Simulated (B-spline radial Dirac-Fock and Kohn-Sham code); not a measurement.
Z = 33 (arsenic), transition energy 305 keV. Level of theory: a Dirac-Hartree-Slater potential of the neutral atom with a Latter tail (no hole, which puts coefficients of high multipoles low close above an edge), finite nucleus with surface currents; a radial atomic solver. Subshells that would emit electrons below 1 keV are left out.

Problem. A pure transition shows α(K) = 0.177, L1/L2 = 2.76 and L1/L3 = 3.55. What is its multipolarity?
A. M3
B. M4
C. M1
D. E3
E. M2
F. E1
G. E4
H. E2

Solution. G. For comparison, α(K), L1/L2, L1/L3 are E1 0.00253, 51.3, 30.5; E2 0.0116, 16.2, 14.6; E3 0.0464, 5.92, 6.79; M1 0.00449, 40.4, 90.7; M2 0.0196, 21.6, 44.7; M3 0.0796, 13.5, 15.9; M4 0.321, 9.30, 7.44.

Values without a named source are computed, but for edge energies of neutral atoms, which are taken from tables.
